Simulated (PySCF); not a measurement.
PySCF 2.14 output of an unrestricted r2SCAN calculation on a single atom or ion in dyall-av3z (15s9p4d2f, 76 functions), with the non-relativistic Hamiltonian (point nucleus):

```
SCF conv_tol = 1e-09
number electrons alpha = 2  beta = 1
    J. W. Furness, A. D. Kaplan, J. Ning, J. P. Perdew, and J. Sun.,  J. Phys. Chem. Lett. 11, 8208-8215 (2020)
    J. W. Furness, A. D. Kaplan, J. Ning, J. P. Perdew, and J. Sun.,  J. Phys. Chem. Lett. 11, 9248-9248 (2020)
    J. W. Furness, A. D. Kaplan, J. Ning, J. P. Perdew, and J. Sun.,  J. Phys. Chem. Lett. 11, 8208-8215 (2020)
    J. W. Furness, A. D. Kaplan, J. Ning, J. P. Perdew, and J. Sun.,  J. Phys. Chem. Lett. 11, 9248-9248 (2020)
cycle= 1 E= -14.1963279697323  delta_E= -0.00133  |g|= 0.00545  |ddm|= 0.0311
cycle= 2 E= -14.1963387273767  delta_E= -1.08e-05  |g|= 0.000529  |ddm|= 0.00329
cycle= 3 E= -14.1963388837098  delta_E= -1.56e-07  |g|= 2.76e-05  |ddm|= 0.000409
cycle= 4 E= -14.1963388842564  delta_E= -5.47e-10  |g|= 3.41e-06  |ddm|= 2.56e-05
converged SCF energy = -14.1963388842564  <S^2> = 0.75003439  2S+1 = 2.0000344
```

The run itself started from symmetry-adapted Hartree-Fock orbitals and held the occupation by maximum overlap, on a logarithmic radial grid, so the iterations belong to that start.

**Question.** Which element, charge and spin multiplicity is this?

**Answer.** Be⁺ (beryllium, charge +1), multiplicity 2; the state was [He] 2p1, 2P determinant (an excited configuration).
